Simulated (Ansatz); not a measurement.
Geometry optimisation of `[SiH2]/C=C/[SiH3]` radical.

```yaml
crystal:
  periodic: [false, false, false]
  atoms:
    - {symbol: Si, position_ang: [-0.494702, 2.294718, -1.006311]}
    - {symbol: C, position_ang: [-0.534865, 0.685028, -0.098666]}
    - {symbol: C, position_ang: [0.407353, -0.299851, -0.202433]}
    - {symbol: Si, position_ang: [0.303972, -1.955246, 0.678203]}
    - {symbol: H, position_ang: [0.874259, 2.666102, -1.507577]}
    - {symbol: H, position_ang: [-1.188894, 3.423413, -0.296264]}
    - {symbol: H, position_ang: [-1.431324, 0.491750, 0.523906]}
    - {symbol: H, position_ang: [1.295780, -0.112228, -0.838055]}
    - {symbol: H, position_ang: [-0.962134, -2.003129, 1.490095]}
    - {symbol: H, position_ang: [0.306084, -3.093829, -0.310108]}
    - {symbol: H, position_ang: [1.489772, -2.153629, 1.587810]}
basis:
  gaussian: {orbitals: def2-TZVP}
magnetization: {spin_polarized: true, initial_magnetization: 1}
hamiltonian: {xc: pbe0, dispersion: d4}
relax: {f_tol: 0.005, max_steps: 150}
```

```sh
$ ansatz run in.yaml --threads 4 --pin off --events-out ev --progress --plain --max-ram 10444MiB
```

Output, abridged:

```
Functional definition: PBE0
mean field -17932.93943173 eV, -659.0233687332 hartree, gradient 4.1e-5 eV, S^2 0.767477; 0 other end points of the search recorded, 0 dependent functions left out
relax step   1: F+E_penalty+E_count = -17933.14792116 eV  Δ(F+E_penalty+E_count) = +0.000e0 eV  max|allowed force component| = 5.491e-1 eV/Å  Δτ_max = 0.0000 Å  (35 SCF iters, accepted)
mean field -17932.97877736 eV, -659.0248146583 hartree, gradient 1.3e-5 eV, S^2 0.765182; 0 other end points of the search recorded, 0 dependent functions left out
relax step   2: F+E_penalty+E_count = -17933.18880288 eV  Δ(F+E_penalty+E_count) = -4.088e-2 eV  max|allowed force component| = 1.685e-1 eV/Å  Δτ_max = 0.0434 Å  (40 SCF iters, accepted)
mean field -17932.98029106 eV, -659.0248702857 hartree, gradient 1.4e-5 eV, S^2 0.764673; 0 other end points of the search recorded, 0 dependent functions left out
relax step   3: F+E_penalty+E_count = -17933.19082831 eV  Δ(F+E_penalty+E_count) = -2.025e-3 eV  max|allowed force component| = 1.054e-1 eV/Å  Δτ_max = 0.0228 Å  (38 SCF iters, accepted)
mean field -17932.98004386 eV, -659.0248612015 hartree, gradient 2.1e-5 eV, S^2 0.764684; 0 other end points of the search recorded, 0 dependent functions left out
relax step   4: F+E_penalty+E_count = -17933.19079107 eV  Δ(F+E_penalty+E_count) = +3.724e-5 eV  max|allowed force component| = 9.490e-2 eV/Å  Δτ_max = 0.0247 Å  (35 SCF iters, rejected (line search))
mean field -17932.98170154 eV, -659.0249221199 hartree, gradient 1.5e-5 eV, S^2 0.764781; 0 other end points of the search recorded, 0 dependent functions left out
relax step   5: F+E_penalty+E_count = -17933.19228135 eV  Δ(F+E_penalty+E_count) = -1.453e-3 eV  max|allowed force component| = 2.539e-2 eV/Å  Δτ_max = 0.0121 Å  (37 SCF iters, accepted)
mean field -17932.98174968 eV, -659.0249238890 hartree, gradient 2.5e-5 eV, S^2 0.764735; 0 other end points of the search recorded, 0 dependent functions left out
relax step   6: F+E_penalty+E_count = -17933.19237096 eV  Δ(F+E_penalty+E_count) = -8.962e-5 eV  max|allowed force component| = 7.015e-3 eV/Å  Δτ_max = 0.0060 Å  (30 SCF iters, accepted)
mean field -17932.98176034 eV, -659.0249242811 hartree, gradient 1.2e-5 eV, S^2 0.764702; 0 other end points of the search recorded, 0 dependent functions left out
relax step   7: F+E_penalty+E_count = -17933.19241086 eV  Δ(F+E_penalty+E_count) = -3.989e-5 eV  max|allowed force component| = 6.022e-3 eV/Å  Δτ_max = 0.0116 Å  (37 SCF iters, accepted)
mean field -17932.98176062 eV, -659.0249242913 hartree, gradient 2.1e-5 eV, S^2 0.764659; 0 other end points of the search recorded, 0 dependent functions left out
relax step   8: F+E_penalty+E_count = -17933.19241773 eV  Δ(F+E_penalty+E_count) = -6.874e-6 eV  max|allowed force component| = 1.366e-3 eV/Å  Δτ_max = 0.0020 Å  (29 SCF iters, accepted)
mean field -17932.98176062 eV, -659.0249242913 hartree, gradient 2.1e-5 eV, S^2 0.764659; 1 other end points of the search recorded, 0 dependent functions left out
Total energy: -17933.19245575 eV, -659.0326671946 hartree
Atom 0 at    -0.499682     2.264456    -1.003416 Å, force    -0.000581    -0.000692     0.001098 eV/Å
Atom 1 at    -0.539953     0.668972    -0.095644 Å, force     0.000322     0.000394    -0.001366 eV/Å
Atom 2 at     0.401668    -0.288283    -0.201105 Å, force    -0.000377     0.000953    -0.000069 eV/Å
Atom 3 at     0.302555    -1.929150     0.669943 Å, force     0.000088    -0.000961     0.000648 eV/Å
Atom 4 at     0.860825     2.602782    -1.497714 Å, force     0.000185    -0.000492     0.000278 eV/Å
Atom 5 at    -1.141977     3.387813    -0.273200 Å, force    -0.000008     0.000300    -0.000273 eV/Å
Atom 6 at    -1.418487     0.465059     0.518038 Å, force     0.000189     0.000427     0.000312 eV/Å
Atom 7 at     1.274291    -0.087586    -0.824688 Å, force     0.000219    -0.000064    -0.000345 eV/Å
Atom 8 at    -0.954584    -1.974974     1.462091 Å, force    -0.000095    -0.000179    -0.000208 eV/Å
Atom 9 at     0.312465    -3.049840    -0.310120 Å, force     0.000071     0.000036    -0.000030 eV/Å
Atom 10 at     1.468179    -2.116149     1.576417 Å, force    -0.000013     0.000277    -0.000046 eV/Å
Dipole moment:     0.004412     0.029494    -0.011857 e Å
```

It took 27 s on 4 threads of an Arm Neoverse V2 on a shared host, with 0.52 GiB of host memory at the peak.
